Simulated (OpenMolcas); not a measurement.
**What dynamic correlation does to the levels of Mn+**

| Item | Value |
| --- | --- |
| Program | OpenMolcas 26.06 |
| Basis | ANO-RCC-VDZP [5s4p2d1f] |
| Scalar Hamiltonian | DKH2, point nucleus |
| Active space | 6 electrons in 9 orbitals (RAS2 3d 4s; RAS3 4p, at most 2 electrons) |
| State averaging | 2S+1 = 7 even, 1 root; 2S+1 = 5 even, 30 roots kept (CI in the orbitals of an earlier block); 2S+1 = 3 even, 35 roots kept (CI in the orbitals of an earlier block); 2S+1 = 1 even, 13 roots kept (CI in the orbitals of an earlier block); 2S+1 = 7 odd, 3 roots; 2S+1 = 5 odd, 3 roots kept (CI in the orbitals of an earlier block) |
| Spin-orbit coupling | state interaction with AMFI integrals over the reference wave functions, term energies averaged over their components |

Methods on the same reference wave functions:
A. RASSCF
B. SS-RASPT2, IPEA 0.25 Eh, imaginary shift 0.1 Eh (closed shells correlated: 3s 3p)
C. MS-RASPT2, IPEA 0.25 Eh, imaginary shift 0.1 Eh (closed shells correlated: 3s 3p)

Energies in cm-1 above 3d5 4s 7S3, the measured ground level; measured values from NIST Handbook of Basic Atomic Spectroscopic Data.

```tsv
Level	A	B	C	Measured
3d5 4s 7S3	0.0	0.0	0.0	0.0
3d5 4s 5S2	12419	10700	10700	9473
3d5 4s 5G4	33345	31240	31240	27584
3d5 4s 5G5	33345	31240	31240	27571
3d5 4s 5G3	33346	31240	31240	27588
3d5 4s 5G2	33348	31240	31240	27589
3d5 4s 5G6	33349	31250	31250	27547
3d5 4s 5P3	37560	33460	33470	
3d5 4s 5P2	37585	33480	33490	
3d5 4p 7P* 2	37594	38730	38730	38366
3d5 4s 5P1	37626	33530	33530	
3d5 4p 7P* 3	37764	38900	38900	38543
3d5 4p 7P* 4	38009	39140	39140	38807
3d5 4s 5D4	40824	36540	37060	
3d5 4s 5D0	40829	36550	37060	
3d5 4s 5D1	40854	36570	37090	
3d5 4s 5D2	40887	36610	37120	
3d5 4s 5D3	40894	36620	37120	
3d5 4s 3G5	41611	38380	38380	
3d5 4s 3G4	41612	38380	38380	
3d5 4s 3G3	41613	38380	38380
```

Deviations, from unrounded energies. A percentage is the sum of absolute deviations over the sum of measured energies, with the sign that they share, or ± where signs differ.

```json
{"Against measurement": "mean absolute deviation (cm-1)", "Levels": "9", "A": "3800", "B": "2300", "C": "2300"}
{"Against measurement": "other terms of the ground configuration (%)", "Levels": "6", "A": "+21.6", "B": "+13.3", "C": "+13.3"}
{"Against measurement": "other configurations (%)", "Levels": "3", "A": "-2.0", "B": "+0.9", "C": "+0.9"}
```

B, C lie about equally close to measurement and A furthest from it. The largest miss of B in the table is 3d5 4s 5G6, by +3700 cm-1. The ranking rests on the paired levels alone, and a cruder setting can come out closer through cancelling errors.

Between B and C the level of the table that moves most is 3d5 4s 5D0, by 520 cm-1 (lowest in B, highest in C). Moves below CASPT2's spread within the term are not significant.

The two smallest mean deviations differ by little beside CASPT2's spread within terms, so their order carries little weight.

From A to B the spin-free energies of the other terms of 3d5 4s shown, above 7S, scale by factors of 0.86 to 0.94.

The lowest spin-free term lies below A's lowest term by 0.328 hartree in B, 0.328 hartree in C.

CASPT2 breaks the degeneracy within a term, and the mean is taken; among the terms shown or strongly mixed into the levels shown the widest spread is 310 cm-1 (3d5 4s 5G, C). Over all roots computed the reference weight is 0.86 to 0.94 in B, 0.86 to 0.94 in C; the roots of lowest weight are the least certain, and an intruder state may touch them. Terms from blocks run as CI alone lack orbitals of their own. Without dynamic correlation excited terms often stand tens of per cent too high (terms of higher spin than the ground term too low), and those without a measured partner can miss by more than the paired ones (holds for A). Measured partners are found by configuration, term and J. A level has none where our copy of the source lacks it or the pairing is in doubt (some pairs that miss far off the trend of their configuration count as doubtful), and it then counts in no deviation. Levels of configurations outside the active space are missing. Levels that lie high or do not pair safely by name in every column are left out.

* marks odd parity.
